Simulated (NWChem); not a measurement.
SiHO₂ cation; SMILES O=[Si]=[OH+]

```xyz
4

O      0.0009     1.5907     0.0000
Si    -0.0006     0.0879     0.0000
O      0.0023    -1.4357     0.0000
H     -0.0161    -2.4044     0.0000
```
Atoms are numbered in this order, from 1.

Structure relaxed at the PBE0/def2-SVP level. B3LYP is NWChem's, with the RPA form of VWN correlation.

Q: Give the principal values of the shielding tensors (ppm) of O1, Si2, O3 from B3LYP/6-311G** (spherical d), GIAO (NWChem), with their diamagnetic and paramagnetic parts as GIAO splits them.

A: 
```tsv
atom	σ11	σ22	σ33	isotropic	diamagnetic	paramagnetic
O1	69.4	69.4	414.5	184.4	389.8	-205.3
Si2	216.6	216.6	879.2	437.5	879.4	-441.9
O3	250.1	250.2	417.9	306.1	395.0	-88.9
```
